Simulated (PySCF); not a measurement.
A run for PySCF: R-B3LYP/3-21G on CH6F2Ge (a complex), monomers drawn apart or pushed together.

```python
from pyscf import gto, scf, dft, mp
from pyscf.data.elements import chemcore

mol = gto.M(
    atom='''
    Ge   -0.70010531    0.53473121    0.34687054
    H    -0.86038231    0.61855786   -1.18009865
    H    -0.37538836   -0.91919667    0.72698455
    H    -2.01310343    0.95637223    1.01988008
    H     0.44308819    1.45176820    0.79628322
    F     0.73325156   -0.64480383    6.09768373
    C     1.62610687   -1.67284647    6.17774014
    F     2.82715667   -1.23646234    5.70944982
    H     1.27670337   -2.48722259    5.54194910
    H     1.73848183   -1.95411030    7.22586345
    ''',
    basis='3-21g',
    charge=0, spin=0, verbose=3, max_memory=1800)
mf = dft.RKS(mol, xc='b3lyp')
mf.conv_tol = 1e-8
mf.max_cycle = 100
mf.kernel()
if not mf.converged:
    mf = mf.newton().run(mf.mo_coeff, mf.mo_occ)
```

Program output:

```
converged SCF energy = -2307.02408694231
```

Self-consistency was reached.

Cost: very roughly 3 core-seconds.
